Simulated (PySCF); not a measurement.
# Polarisability and C₆ of Ca (calcium, neutral)

[Ar] 4s2, closed-shell 1S. Calculation: PySCF 2.14, in aug-cc-pwCVQZ-X2C (11s10p8d6f3g, 150 functions); scalar relativity by spin-free X2C-1e. Coupled (time-dependent) response in atomic units; α is the mean over directions.

| method | mean α (bohr³) | C₆ (like pair) | S(−4) |
| --- | --- | --- | --- |
| PBE0 | 162.4 | 2278 | 13080 |

S(−4) is the Cauchy moment in α(ω) = α(0) + S(−4) ω² + …

Reference α: 160.8 ± 4 bohr³ (recommended; Schwerdtfeger and Nagle, table of static dipole polarizabilities (2023 update)). Published C₆: 2163 (Chu and Dalgarno (2004); Tang, Norbeck and Certain (1976)).

α(iu) at PBE0:

```tsv
u (hartree)	α(iu) (bohr³)
0	162.4
0.0500	135.4
0.100	90.89
0.200	40.79
0.300	22.46
0.500	10.48
0.750	5.966
1.00	4.066
1.50	2.334
2.00	1.527
3.00	0.8023
5.00	0.3404
```

A single London oscillator, α(iu) = α/(1 + u²/ω²), gives C₆ = (3/4) ω α². Matching the computed C₆ needs ω = 4 × 2278 / (3 × 162.4²) = 0.115 hartree.
